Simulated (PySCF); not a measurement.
(E)-2-chloro-1-fluoroprop-1-ene (C₃H₄ClF), SMILES Cl/C(C)=C/F.

Geometry optimised at PBE0-D3(BJ)/def2-SVP.

Computed with PBE/def2-TZVP in PySCF.

The molecule is in vacuum.

```yaml
total_energy: -676.40719 hartree
point_group: Cs
highest_occupied_level: -5.86 eV
lowest_empty_level: -0.91 eV
orbital_gap: 4.95 eV
dipole_moment: 0.54 D
quadrupole, principal values (traceless, Buckingham form, about the centre of nuclear charge): -4.68, -0.77, 5.45 D·Å
mean_static_polarisability: 50.5 bohr³ (7.49 Å³)
polarisability_principal_values: 35.0, 53.3, 63.3 bohr³
```
